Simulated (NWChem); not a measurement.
Species: BeO; SMILES [Be]=[O]

```xyz
2

Be     0.0000     0.0000    -0.8849
O      0.0000     0.0000     0.4534
```
Atoms are numbered in this order, from 1.

All runs: NWChem. Pople sets run with spherical d functions. STO-3G and 3-21G are far too small for this property and stand as cheap habits. Coordinates come from a PBE0/def2-SVP optimisation. GIAO values for the isolated, static molecule; σ is the absolute isotropic shielding, δ = σ(reference) − σ with the isolated reference molecule computed at the same levels (17O: water).

```
level                σ Be1 (ppm)  δ O2 (ppm)
-------------------  -----------  ----------
Hartree-Fock/STO-3G        107.0       197.0
PBE0/pcSseg-2               86.0        36.0
PBE0/pcSseg-1               87.4        56.0
KT2/pcSseg-1          (withheld)  (withheld)
B3LYP/6-311G**              84.7        27.5
```

Task: Complete the blanks.

Result: 
- KT2/pcSseg-1, σ Be1 (ppm): 97.8
- KT2/pcSseg-1, δ O2 (ppm): 1.6
